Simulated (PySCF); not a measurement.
`CC#[N+][B@H-](C#C)C#CC`, C7H8BN

Geometry (Å), atoms numbered from 1 in this order:
```xyz
17

C    -0.179   -3.307   -0.139
C    -0.178   -2.251    0.432
B    -0.186   -0.878    1.173
C    -1.263    0.093    0.603
C    -2.111    0.821    0.159
C    -3.144    1.692   -0.371
N     1.131   -0.260    0.828
C     2.126    0.187    0.473
C     3.371    0.739    0.040
H    -0.198   -4.237   -0.631
H    -0.211   -0.979    2.363
H    -2.693    2.546   -0.879
H    -3.764    1.147   -1.084
H    -3.780    2.060    0.436
H     3.191    1.656   -0.521
H     3.999    0.961    0.903
H     3.882    0.020   -0.602
```

Computed, not measured: GIAO B3LYP/pcSseg-1 magnetisability, rotational g tensor and spin-rotation constants, non-relativistic, gas phase (PySCF 2.14.0). Geometry: GFN2-xTB.

Give the nuclear spin-rotation constants along the inertial axes (H = +C I·J) beside the isotropic shieldings.

Rotational constants 1.7173, 0.9655, 0.6678 GHz. A star marks the isotopologue with that one atom substituted, in its own axes.
```csv
atom,isotope,Caa (kHz),Cbb (kHz),Ccc (kHz),mean (kHz),σ (ppm)
B3,11B,0.229,0.132,0.090,0.150,134.7
N7,14N,0.159,0.120,0.112,0.130,34.0
H10,1H,-0.189,-0.016,-0.055,-0.086,30.5
H11,1H,-0.162,-0.090,0.025,-0.075,29.2
H12,1H,-0.181,-0.004,-0.052,-0.079,30.0
H13,1H,-0.129,-0.058,-0.032,-0.073,29.7
H14,1H,-0.101,-0.098,-0.016,-0.071,29.8
H15,1H,-0.167,-0.026,-0.057,-0.083,29.4
H16,1H,-0.118,-0.097,-0.027,-0.081,29.4
H17,1H,-0.117,-0.081,-0.038,-0.078,29.4
C1,13C*,0.571,0.143,0.179,0.298,97.1
C2,13C*,0.690,0.110,0.202,0.334,83.6
C4,13C*,0.211,0.309,0.236,0.252,89.6
C5,13C*,0.245,0.302,0.234,0.260,86.6
C6,13C*,0.216,0.126,0.089,0.144,175.8
C8,13C*,0.386,0.281,0.250,0.305,65.4
C9,13C*,0.202,0.116,0.082,0.133,180.7
```
For the geometry as given, no vibrational averaging.
